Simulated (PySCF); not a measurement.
## PBE0 on Si²⁺ (silicon, charge +2)

Configuration: [Ne] 3d2, high-spin 3F determinant (an excited configuration). All numbers are calculated (PySCF 2.14, scalar relativity by spin-free X2C-1e, in x2c-TZVPPall with one added diffuse shell each of s, p, d type (6s6p4d1f, 51 functions)).

- Total energy: -287.6680 hartree
- One-electron energy: -386.6286 hartree
- Hartree (Coulomb) energy: 118.9873 hartree
- Exchange-correlation energy: -20.0267 hartree
- ⟨S²⟩: 2.0000
- ⟨L²⟩: 12.000
- Sum of ⟨r⟩: 9.938 bohr
- Sum of ⟨r²⟩: 19.90 bohr²
- Traceless quadrupole moment −½Σ⟨3z² − r²⟩ along its main axis: -0.00472 e·bohr²
- Langevin diamagnetic susceptibility: -15.8 ×10⁻⁶ cm³/mol

```
shell  electrons  mean orbital energy (hartree)  spread (hartree)  rms radius, mean of both spins (bohr)
 1s β          1                      -67.61389                 0                                  0.129
 1s α          1                      -67.61303                 0                                  0.129
 2s α          1                       -6.47155                 0                                  0.615
 2s β          1                       -6.46561                 0                                  0.615
 2p α          3                       -4.78743                 0                                  0.596
 2p β          3                       -4.78189                 0                                  0.596
 3d α          2                       -0.55748           0.00019                                   2.91
```

The outer electron is Rydberg-like, and this basis confines it to a smaller radius and binds it less than a complete one would.

Densities and radii are taken from the X2C orbitals without a picture-change correction, which distorts them close to the nucleus.
